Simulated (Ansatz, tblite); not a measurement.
Isomers of Mg$_{2}$S$_{3}$ (singlet), found by a short tight-binding search and relaxed with PBE0-D4/def2-SVP in Ansatz.

The xTB rows come from tblite. Correlated methods freeze 17 core orbitals; core or outer-core shells of Mg are correlated, in sets that lack core-valence functions.

Other spin states weren't relaxed.

A:

```xyz
5

Mg    1.059    1.069    0.327
Mg   -0.885   -0.475   -1.167
S     0.745   -0.821    1.663
S     0.386    1.322   -1.868
S    -1.304   -1.095    1.046
```

B:

```xyz
5

Mg    1.280    0.494    0.029
Mg   -0.980   -0.846    0.458
S    -0.344    0.004   -1.802
S     1.009   -1.180    1.632
S    -0.965    1.527   -0.317
```

Task: Estimate their order by electronic energy at CCSD(T)/def2-TZVPP, counted from the lowest.

Result: B (0.00) < A (0.10), in eV.

Task: Do the other levels pick the same lowest one?

Result: Not GFN1-xTB, HF/def2-TZVP, HF/def2-TZVPP, BHLYP-D4/def2-TZVP. Energies above each level's lowest (eV):

| level | A | B |
| --- | --- | --- |
| GFN1-xTB | 0.00 | 0.44 |
| GFN2-xTB | 0.20 | 0.00 |
| HF/def2-TZVP | 0.00 | 0.06 |
| HF/def2-TZVPP | 0.00 | 0.06 |
| PBE-D4/def2-SVP | 0.00 | 0.00 |
| PBE-D4/def2-TZVP | 0.02 | 0.00 |
| r2SCAN-D4/def2-TZVP | 0.09 | 0.00 |
| r2SCANh-D4/def2-TZVP | 0.10 | 0.00 |
| PBE0-D4/def2-SVP | 0.05 | 0.00 |
| PBE0-D4/def2-TZVP | 0.06 | 0.00 |
| BHLYP-D4/def2-TZVP | 0.00 | 0.02 |
| ωB97M-V/def2-TZVP | 0.08 | 0.00 |
| MP2/def2-TZVP | 0.13 | 0.00 |
| MP2/def2-TZVPP | 0.13 | 0.00 |
| CCSD/def2-TZVPP | 0.08 | 0.00 |
| CCSD(T)/def2-TZVPP | 0.10 | 0.00 |
Point groups (tolerance 0.1 Å): A C2, B C2v. Lower isomers may exist.
